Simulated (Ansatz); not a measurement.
The pair A = N2 (SMILES N#N) (first 2 atoms), B = N2 (SMILES N#N); geometry from B3LYP-D3(BJ)/def2-TZVP.
(charge 0, multiplicity 1):
```json
[
 {"atom": "N", "x (Å)": "-0.3846", "y (Å)": "-0.1012", "z (Å)": "-0.5654"},
 {"atom": "N", "x (Å)": "0.4510", "y (Å)": "0.1482", "z (Å)": "0.0899"},
 {"atom": "N", "x (Å)": "-0.4306", "y (Å)": "-0.2018", "z (Å)": "3.3095"},
 {"atom": "N", "x (Å)": "0.3642", "y (Å)": "0.1548", "z (Å)": "3.9660"}
]
```

Cores are frozen in the correlated methods. MP2 and its Hartree–Fock in aug-cc-pVQZ are density fitted.

Codes used: Ansatz (a quantum-chemistry and plane-wave program). Values without a source in brackets are computed.

The counterpoise-corrected interaction energy is E(AB) − E(A in the pair's basis) − E(B in the pair's basis). Total energies (hartree):

| level | AB | A in the pair's basis | B in the pair's basis |
|---|---|---|---|
| HF/aug-cc-pVTZ | -217.9714240 | -108.9859389 | -108.9859368 |
| MP2/aug-cc-pVTZ | -218.7278223 | -109.3636290 | -109.3636305 |
| HF/aug-cc-pVQZ | -217.9850195 | -108.9927403 | -108.9927381 |
| MP2/aug-cc-pVQZ | -218.7858333 | -109.3926227 | -109.3926240 |
| CCSD(T)/aug-cc-pVTZ | -218.7614479 | -109.3805121 | -109.3805129 |

Problem. Work out the counterpoise-corrected interaction energy at the basis-set limit: extrapolate the MP2 correlation part as X⁻³, take Hartree–Fock from the larger set, and add the CCSD(T) − MP2 difference of aug-cc-pVTZ.

Solution. 
1. Differences (1 hartree = 627.509 kcal/mol): HF/aug-cc-pVTZ 0.283; MP2/aug-cc-pVTZ -0.353; HF/aug-cc-pVQZ 0.288; MP2/aug-cc-pVQZ -0.368; CCSD(T)/aug-cc-pVTZ -0.265.
2. Correlation parts, MP2 less HF: -0.637 in aug-cc-pVTZ (X = 3), -0.656 in aug-cc-pVQZ (X = 4).
3. Limit (4³·(-0.656) − 3³·(-0.637))/(4³ − 3³) = -0.670; with HF/aug-cc-pVQZ it gives -0.382.
4. CCSD(T) less MP2 in aug-cc-pVTZ: 0.088.
Result: -0.29 kcal/mol, against -0.35 at MP2/aug-cc-pVTZ. It is an estimate of this method's limit, not of the exact value.
